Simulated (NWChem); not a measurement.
Species: AlH₂OCl; SMILES [OH][AlH][Cl]

```xyz
5

Al    -0.5793     0.6087     0.0000
H     -2.1439     0.6903     0.0000
Cl     0.4180    -1.2441     0.0000
O      0.3066     2.0498     0.0000
H      1.2591     2.1544     0.0000
```
Atoms are numbered in this order, from 1.

Computed with NWChem. Geometry optimised at PBE0/def2-SVP; all other runs use it. Pople sets run with spherical d functions. Vzz has the sign of the potential's second derivative.

```
quantity                                                   level  value
----------------------------------------  ----------------------  -----
charge (e), Mulliken Al1                          B3LYP/def2-SVP   0.70
orbital gap (eV)                                LRC-wPBEh/6-31G*    [?]
vertical ionisation energy, ΔSCF (eV)                PBE0/6-31G*    [?]
Vzz Cl3 (a.u.)                               Hartree-Fock/6-31G*  1.145
isotropic polarisability (bohr³), static  Hartree-Fock/def2-SVPD   38.7
dipole (D)                                         PBE0/def2-SVP   1.02
highest harmonic frequency (cm⁻¹)                  PBE0/def2-SVP    [?]
```

Q: Complete the blanks.

A: 
- orbital gap (eV), value: 11.83
- vertical ionisation energy, ΔSCF (eV), value: 11.40
- highest harmonic frequency (cm⁻¹), value: 3989
